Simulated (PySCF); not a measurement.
SMILES O=BB=[OH+] (charge +1), singlet, B3LYP/def2-SVP optimised geometry.

```
5

O      2.52     0.00     0.00
B      1.33     0.00     0.00
B     -0.33     0.00     0.00
O     -1.55     0.00    -0.01
H     -2.52     0.00    -0.01
```

Density from PySCF 2.14.0 with B3LYP/def2-TZVP at that geometry.

Minimum of the electron density along straight lines between bonded atoms, close to the bond critical point (lines longer than 1.1 times the sum of covalent radii, or with two minima, are not listed):

```json
[
 {"bond": "O1–B2", "length / Å": "1.194", "ρ at the minimum / e bohr⁻³": "0.326", "∇²ρ there / e bohr⁻⁵": "2.24", "position (fraction from the first atom)": "0.66"},
 {"bond": "B2–B3", "length / Å": "1.654", "ρ at the minimum / e bohr⁻³": "0.162", "∇²ρ there / e bohr⁻⁵": "-0.46", "position (fraction from the first atom)": "0.38"},
 {"bond": "B3–O4", "length / Å": "1.222", "ρ at the minimum / e bohr⁻³": "0.280", "∇²ρ there / e bohr⁻⁵": "1.90", "position (fraction from the first atom)": "0.35"},
 {"bond": "O4–H5", "length / Å": "0.974", "ρ at the minimum / e bohr⁻³": "0.312", "∇²ρ there / e bohr⁻⁵": "-2.40", "position (fraction from the first atom)": "0.84"}
]
```
